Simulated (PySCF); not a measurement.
GaHFCl, SMILES [F][GaH][Cl]. Coordinates come from a PBE-D3(BJ)/def2-TZVP optimisation.

Method: PBE-D3(BJ)/def2-TZVP in PySCF 2.14.0.

Harmonic wavenumbers (cm⁻¹): 163, 418, 436, 557, 661, 2008. Rotational constants (GHz): 15.18, 3.298, 2.709; symmetry number 1.

Q: Work out the zero-point energy and the ideal-gas rigid-rotor harmonic-oscillator thermochemistry at 298.15 K and 1 atm.

A: ZPE = ½ Σ hcν = ½ × 4243 cm⁻¹ = 25.38 kJ/mol. H − E(el) = 39.25 kJ/mol. Entropy in J/(mol K): translation 168.98, rotation 105.75, vibration 21.50, total 296.23. G − E(el) = -49.08 kJ/mol. Cp = 61.51 J/(mol K).
